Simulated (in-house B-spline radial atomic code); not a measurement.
Ionising Tm III (Tm2+) with different functionals

Computed with a B-spline radial code for spherical atoms: scalar-relativistic (spin-free X2C) Hamiltonian, Fermi nucleus of rms radius 5.2256 fm, spin-polarised at highest spin, spherical fractional occupations for the functionals, and exact exchange of hybrids averaged over the configuration. The ionisation energy is the difference of two self-consistent energies, [Xe] 4f13 → [Xe] 4f12, without Breit or QED terms; ε is the level of the shell that loses the electron (its least bound occupied spin orbital). There is no spin-orbit coupling in this Hamiltonian.

```tsv
method	rung	ΔSCF (eV)	-ε(4f) (eV)
PBE0	global hybrid	24.64	19.80
B3LYP	global hybrid	24.92	19.34
TPSSh	global hybrid	25.08	17.98
BHandHLYP	global hybrid	23.42	22.42
r2SCAN0	global hybrid	24.39	19.55
B97-1	global hybrid	24.77	19.32
HSE06	range-separated hybrid	24.59	19.34
wB97X	range-separated hybrid	24.63	22.06
CAM-B3LYP	range-separated hybrid	24.82	21.26
LC-wPBE	range-separated hybrid	25.26	22.21
```

(1) Among the functionals, which spreads more, the ΔSCF values or the orbital energies?

(2) How do they compare with the NIST value?

Results:

(1) The orbital energies: ΔSCF values span about 1.84 eV and the orbital energies 4.44 eV.

(2) NIST lists 23.66 eV ± 0.03 (semi-empirical, ground level to ground level). Errors run from -0.24 to +1.60 eV; BHandHLYP is closest (-0.24 eV), but part of that can be cancellation, since the calculations leave out spin-orbit coupling, Breit-QED terms, multiplet and fine-structure energies.
